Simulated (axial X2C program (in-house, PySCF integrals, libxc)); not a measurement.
The numbers below are computed, except where a source is named.
# HfN⁺: input and output

Program: an axial X2C code built on PySCF integrals.

Input:
```json
{
 "zs": [
  72,
  7
 ],
 "q": 1,
 "bas": [
  "dyall-cv3z",
  "dyall-av3z"
 ],
 "levels": [
  "PBE0",
  "HF",
  "B3LYP"
 ],
 "cc": true,
 "r0": 1.88,
 "thr": -1.0,
 "nmax": 90,
 "npts": 10,
 "nst": 2,
 "ntry": 6
}
```
```bash
python so2c.py task.json out
```

Keys: zs atomic numbers; q charge; bas basis sets; levels methods; cc coupled cluster on or off; r0 starting distance in Å; thr threshold in hartree for freezing inner shells (an s shell follows its p shell); nmax most natural virtual spinors; npts points on the curve; nst determinants followed; ntry starts of the search. HF also brings MP2.

Output of the HF step, two-component, at R = 1.666 Å for the state Ω = 0. It starts from PBE0 orbitals of this distance.

```
two-component X2C + atomic mean field  HF
basis functions 242  fitting functions 1204  grid points 5077
iter        total energy     max residual
   1     -15125.573054974     8.57e-01
   2     -15125.618617358     2.71e-02
   3     -15125.617270360     3.56e-02
   4     -15125.623303724     1.35e-03
   5     -15125.623336554     1.60e-03
   6     -15125.623364435     5.90e-04
   7     -15125.623375395     1.57e-04
   8     -15125.623379274     1.24e-04
   9     -15125.623381587     8.32e-05
  10     -15125.623382531     4.43e-05
  11     -15125.623382784     1.67e-05
  12     -15125.623382827     6.11e-06
  13     -15125.623382835     2.38e-06
  14     -15125.623382835     9.46e-07
converged
one-electron -21058.88540288  Coulomb 6100.26646872  exact exchange -314.37838542  xc functional 0.00000000  nuclear repulsion 160.08722347  atomic mean-field constant -12.71328672
correlated 8  virtual 318  natural virtual 90  E(MP2) -0.329039202  MP2 remainder -0.006275681
iter   CCSD correlation   residual
   1     -0.267030987   2.73e-01
   2     -0.289083053   1.45e-01
   3     -0.291621694   2.74e-02
   4     -0.292151242   1.38e-02
   5     -0.292411088   4.96e-03
   6     -0.292386302   1.96e-03
   7     -0.292355874   9.85e-04
   8     -0.292377588   3.63e-04
   9     -0.292382650   1.14e-04
  10     -0.292379597   3.75e-05
  11     -0.292380819   1.79e-05
  12     -0.292380648   8.79e-06
  13     -0.292380539   4.39e-06
  14     -0.292380614   2.05e-06
  15     -0.292380553   8.42e-07
  16     -0.292380563   3.96e-07
(T) -0.020030132  T1 0.0394  D1 0.0627  max T2 0.059
```
Energies are in hartree; totals compare only within one Hamiltonian and basis. T1 in the output is the amplitude norm over the root of the electron number; divide by √2 for the Lee–Taylor value.
